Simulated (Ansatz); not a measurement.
```yaml
crystal:
  periodic: [false, false, false]
  atoms:
    - {symbol: W, position_ang: [-0.000151, 0.000327, 0.141769]}
    - {symbol: O, position_ang: [0.002308, -0.008222, 1.844438]}
    - {symbol: Cl, position_ang: [2.300927, 0.013948, -0.501527]}
    - {symbol: Cl, position_ang: [-0.012872, 2.306033, -0.486794]}
    - {symbol: Cl, position_ang: [-2.302030, -0.010138, -0.498687]}
    - {symbol: Cl, position_ang: [0.011828, -2.301948, -0.499210]}
basis:
  gaussian: {orbitals: def2-SVPD}
total_charge: -1
magnetization: {spin_polarized: true, initial_magnetization: 1}
hamiltonian: {xc: {name: B3LYP}}
scf: {omitted_lower_state_checks: [starts]}
```

```sh
$ ansatz run in.yaml --threads 4 --pin off --events-out ev --progress --plain --max-ram 4787MiB
```

It prints (some lines left out):

```
Functional definition: B3LYP
1521 factors; integrals over basis functions are off by at most 5.5e-4 eV
mean field evaluation 1: about -53949.2558 eV, gradient 4.8e1 eV
mean field evaluation 2: about -53771.8807 eV, gradient 2.0e2 eV
mean field evaluation 4: about -53957.3029 eV, gradient 1.9e1 eV
mean field evaluation 8: about -53959.0710 eV, gradient 4.5e-1 eV
mean field evaluation 16: about -53959.0722 eV, gradient 1.3e-3 eV
mean field -53959.07217846 eV, -1982.9593277855 hartree, gradient 3.4e-5 eV, S^2 0.754615; 0 other end points of the search recorded, 0 dependent functions left out
reference -53959.07244465 eV, -1982.9593375680 hartree; 46, 45 occupied and 120, 121 virtual orbitals, 1521 factors
Total energy: -53959.07244465 eV, -1982.9593375680 hartree
Checks for a lower state left out: starts
```

It took 13 s on 4 threads of AMD EPYC 7R43 on a shared host, peak host memory 0.77 GiB.

In the def2 sets W takes a core potential; there is no spin–orbit coupling. B3LYP takes the VWN-RPA correlation.
